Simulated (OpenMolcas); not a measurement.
**Dy3+: moving the ligands**

Dy3+ with 6 ligands (fluoride) in trigonal antiprismatic coordination (D3d) at 2.22 Å, a polar angle of 56.9° against the regular 54.74°. A charge of +0.5 e stands 3.2 Å behind each ligand. Ligand basis ANO-RCC-VDZP.
```
Dy    0.0000    0.0000    0.0000
F     0.0000    1.8603    1.2115
F    -1.6110   -0.9301    1.2115
F     1.6110   -0.9301    1.2115
F     0.0000   -1.8603   -1.2115
F     1.6110    0.9301   -1.2115
F    -1.6110    0.9301   -1.2115
```

```
Program             : OpenMolcas
Method              : CASSCF
Basis               : ANO-RCC-VDZP [7s6p4d2f1g]
Scalar Hamiltonian  : DKH2, point nucleus
Active space        : 9 electrons in 7 orbitals (4f)
State averaging     : 2S+1 = 6 odd, 21 roots; 2S+1 = 4 odd, 115 roots kept (CI in the orbitals of an earlier block, 108 in the spin-orbit step); 2S+1 = 2 odd, 82 roots kept (CI in the orbitals of an earlier block, 41 in the spin-orbit step)
Spin-orbit coupling : state interaction with AMFI integrals over the reference wave functions
```

Runs around this geometry, states (labels of D3, the rotations of D3d). Energies in cm-1 above the lowest state or level, χT in cm3 K/mol.

| R (Å) | Ground state | First state of that spin | First gap with spin-orbit (degeneracies) | Width of lowest J | χT at 300 K |
| --- | --- | --- | --- | --- | --- |
| 2.17 | 6A2 | 6E 16.3 | 35.4 (2, 2) | 689 | 13.712 |
| 2.22 | 6A2 | 6E 19.7 | 30.1 (2, 2) | 612 | 13.779 |
| 2.37 | 6A2 | 6E 24.1 | 19.4 (2, 2) | 443 | 13.914 |

Taking the width of the lowest J multiplet as R^-n, n = -ln(443 / 689) / ln(2.37 / 2.17) = 5.0 between the shortest and longest distance.

High states are left out of the spin-orbit mixing, which shifts the levels that they would mix with. Without dynamic correlation the ligand-field splitting of an f shell can come out too small, at times by half. No measured value stands beside these numbers; the geometry was imposed, not optimised, and the real ion may take another.
